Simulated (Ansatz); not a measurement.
In₂Br₄Cl₂⁺, that is (Br2In-mu-Cl)2 with one electron fewer. Total charge 1; doublet. Geometry r2SCAN-D4/def2-SVP, that of the neutral singlet; atoms count from 1.

```tsv
atom	x (Å)	y (Å)	z (Å)
In1	0.8107	1.0167	1.3002
Br2	2.1128	2.9552	0.5320
Br3	0.4689	0.2792	3.6203
Cl4	-1.4353	1.0116	0.1043
In5	-0.8104	-1.0158	-1.3010
Br6	-0.4841	-0.2923	-3.6277
Br7	-2.1034	-2.9525	-0.5130
Cl8	1.4409	-1.0021	-0.1150
```

In the def2 sets In takes a core potential; there is no spin–orbit coupling.

Question: Estimate the Mulliken populations from the PBE0/def2-TZVP orbitals of Ansatz.

Answer: 
```json
{"atom": "In1", "charge (e)": "0.91", "spin (α − β)": "-0.03"}
{"atom": "Br2", "charge (e)": "-0.08", "spin (α − β)": "0.26"}
{"atom": "Br3", "charge (e)": "-0.08", "spin (α − β)": "0.26"}
{"atom": "Cl4", "charge (e)": "-0.26", "spin (α − β)": "0.00"}
{"atom": "In5", "charge (e)": "0.91", "spin (α − β)": "-0.03"}
{"atom": "Br6", "charge (e)": "-0.08", "spin (α − β)": "0.26"}
{"atom": "Br7", "charge (e)": "-0.08", "spin (α − β)": "0.26"}
{"atom": "Cl8", "charge (e)": "-0.26", "spin (α − β)": "0.00"}
```
Mulliken values depend strongly on the basis.

Question: Where does the spin sit?

Answer: Summed by element: In -0.05, Br 1.06, Cl 0.00, of 1 unpaired in all. Largest on single atoms: Br7 0.26, Br3 0.26, Br6 0.26.

Question: And the Mayer bond orders between heavy atoms (over 0.3)?

Answer: In1–Br2 0.96 (2.46 Å); In1–Br3 0.96 (2.46 Å); In1–Cl4 0.56 (2.54 Å); In1–Cl8 0.56 (2.54 Å); Cl4–In5 0.56 (2.54 Å); In5–Br6 0.96 (2.46 Å); In5–Br7 0.96 (2.46 Å); In5–Cl8 0.56 (2.54 Å).
